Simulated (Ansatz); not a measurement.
`C[CH2][Ga][Cl]` radical, 9 atoms. Charge 0, multiplicity 2. Correlated methods include outer-core shells of Ga, which these sets cover unevenly. Scalar relativity is left out up to krypton. All runs use 4 threads of an Arm Neoverse V1 on a shared host. Correlated methods freeze the cores. Open-shell runs search over several starts.

How many basis functions does each run have, and how long does it take in Ansatz? UHF-MP2/def2-QZVPP energy; UKS B3LYP-D4/def2-TZVPP energy and forces; UKS ωB97M-V/def2-SVP energy; UKS revPBE-D4/def2-TZVPP energy; UKS r2SCAN0-D4/def2-TZVPP energy; UKS PBE0-D4/def2-TZVP frequencies; UKS ωB97M-V/def2-QZVPP energy; UKS PBE0-D4/def2-TZVP relaxation (6 steps); UHF-CCSD(T)/def2-SVP energy; direct RPA on PBE orbitals/def2-TZVPP energy; UKS PBE0-D4/def2-QZVPP energy; UKS ωB97M-V/def2-TZVPP energy and forces. (An estimate is asked.)

The calculation gave: Other jobs shared the machine, so times are rough.

| level | job | functions | wall time | peak host memory (GiB) |
| --- | --- | --- | --- | --- |
| UKS revPBE-D4/def2-TZVPP | energy | 222 | 3.8 s | 0.34 |
| UKS B3LYP-D4/def2-TZVPP | energy and forces | 222 | 7 s | 0.8 |
| direct RPA on PBE orbitals/def2-TZVPP | energy | 222 | 9 s | 0.69 |
| UKS ωB97M-V/def2-SVP | energy | 103 | 9.5 s | 0.53 |
| UKS r2SCAN0-D4/def2-TZVPP | energy | 222 | 11 s | 0.86 |
| UHF-CCSD(T)/def2-SVP | energy | 103 | 20 s | 0.88 |
| UKS ωB97M-V/def2-TZVPP | energy and forces | 222 | 22 s | 1.1 |
| UKS PBE0-D4/def2-QZVPP | energy | 423 | 22 s | 2.1 |
| UHF-MP2/def2-QZVPP | energy | 423 | 36 s | 2.5 |
| UKS PBE0-D4/def2-TZVP | relaxation (6 steps) | 177 | 37 s | 0.61 |
| UKS ωB97M-V/def2-QZVPP | energy | 423 | 50 s | 2.7 |
| UKS PBE0-D4/def2-TZVP | frequencies | 177 | 2.8 min | 0.61 |

B3LYP here is the variant with VWN-RPA as its local correlation; programs differ in this.
